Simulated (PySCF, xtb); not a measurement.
C3H8Si, SMILES C1C[SiH2]C1.

GFN2-xTB run with xtb at its own geometry gives an orbital gap of 4.82 eV and a dipole moment of 0.32 D.

The structure is a stationary point at B3LYP-D3(BJ)/def2-SVP.

### Question
What does CAM-B3LYP/def2-TZVP run with PySCF give? (The exact figures need the calculation; the answer reports its results.)

### Answer
gap 10.48 eV (levels -9.19 and 1.28 eV), dipole 0.40 D.
